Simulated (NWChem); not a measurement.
# C3H3BF2; SMILES CC#CB(F)F

### Question
Give the equilibrium geometry at PBE0/def2-SVP (NWChem) as a list of bonds and angles, with the point group.

### Answer
point group C1; any orientation.
Bonded distances (Å): C1–C2 1.449, C1–H7 1.101, C1–H8 1.101, C1–H9 1.101, C2–C3 1.218, C3–B4 1.519, B4–F5 1.320, B4–F6 1.320. Bond angles (°): C2–C1–H7 110.9, C2–C1–H8 110.3, C2–C1–H9 111.3, H7–C1–H8 107.7, H7–C1–H9 108.4, H8–C1–H9 108.1, C1–C2–C3 179.8, C2–C3–B4 179.8, C3–B4–F5 121.5, C3–B4–F6 121.5, F5–B4–F6 116.9.
